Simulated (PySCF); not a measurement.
## Which functional comes closest?

Molecule: `InChI=1S/BH4O4/c2-1(3,4)5/h2-5H/q-1`.

Mapped SMILES: `[OH:1][B-:2]([OH:3])([OH:4])[OH:5]`. Each H is labelled by its parent atom.

Geometry PBE0-D3(BJ)/def2-SVP throughout; GIAO in PySCF 2.14, gas phase, one conformer, non-relativistic; equivalent atoms averaged; basis pcSseg-2.

Reference values (measured; Macháček, Bühl, Fanfrlík, Hnyk, 11B NMR of BX3 and BX4-, J. Phys. Chem. A (author manuscript)): δ(B2) = 1.1 ppm vs BF3.OEt2. Computed shifts are taken against BF3·OEt2, calculated as an isolated molecule at each level.

How do the functionals HF, LDA, PBE, BLYP, BP86, OPBE, KT2, KT3, B97-D, B3LYP, PBE0, mPW1PW91, WP04, B97-2, BHandHLYP, CAM-B3LYP, wB97X-D, LC-wPBE perform against the reference? Times are CPU seconds on shared hosts with different chips, so compare them loosely; the GGAs took longer than the global hybrids here, which isn't the general rule, and the cause wasn't traced.

Results:


```
functional                    kind   B2  abs. error B  core-s
        HF            Hartree–Fock  2.1           1.0      11
       LDA                     LDA  1.5           0.4      18
       PBE                     GGA  1.6           0.5      23
      BLYP                     GGA  2.2           1.1      23
      BP86                     GGA  1.8           0.7      22
      OPBE                     GGA  1.2           0.1      24
       KT2                     GGA  2.3           1.2      23
       KT3                     GGA  2.2           1.1      23
     B97-D                     GGA  2.3           1.2      23
     B3LYP           global hybrid  2.1           1.0      16
      PBE0           global hybrid  1.6           0.5      15
  mPW1PW91           global hybrid  1.6           0.5      15
      WP04           global hybrid  3.1           2.0      19
     B97-2           global hybrid  1.9           0.8      18
 BHandHLYP           global hybrid  2.1           1.0      18
 CAM-B3LYP  range-separated hybrid  1.7           0.6      25
   wB97X-D  range-separated hybrid  1.5           0.4      26
   LC-wPBE  range-separated hybrid  0.5           0.6      29
```

For 11B the closest is OPBE (0.1 ppm) and the furthest WP04 (2.0 ppm). One molecule is a small sample, and vibrational and solvent effects are absent from the calculation.
